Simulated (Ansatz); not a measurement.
`[CH3][Ga]([F])[F]`, relaxed with RKS PBE0-D4/def2-TZVP in Ansatz 0.2.0 from a GFN2-xTB geometry. The force threshold is 0.005 eV/Å; the program also tests the step.

The species carries charge 0 and has multiplicity 1.

Start:

```xyz
7

C     0.165   -0.744   -0.660
Ga   -0.170    0.749    0.666
F    -0.835    2.321    0.273
F     0.164    0.665    2.382
H     0.128   -1.690   -0.125
H    -0.601   -0.695   -1.430
H     1.148   -0.605   -1.105
```

(1) How much energy does the relaxation release, and in how many steps? (Best estimate.)

(2) Which bonds change most? (Best estimate.)

(3) Give the relaxed structure. (Best estimate.)

Answers

(1) The calculation gave: 5.73 kJ/mol, in 5 steps.

(2) Ansatz gave: C1–Ga2 from 2.024 to 1.935 Å; Ga2–F3 from 1.752 to 1.747 Å; Ga2–F4 from 1.751 to 1.747 Å; C1–H7 from 1.088 to 1.091 Å.

(3) Computed: 
```xyz
7

C     0.151   -0.708   -0.624
Ga   -0.165    0.720    0.643
F    -0.824    2.285    0.233
F     0.177    0.627    2.354
H     0.126   -1.671   -0.117
H    -0.601   -0.679   -1.412
H     1.135   -0.574   -1.077
```
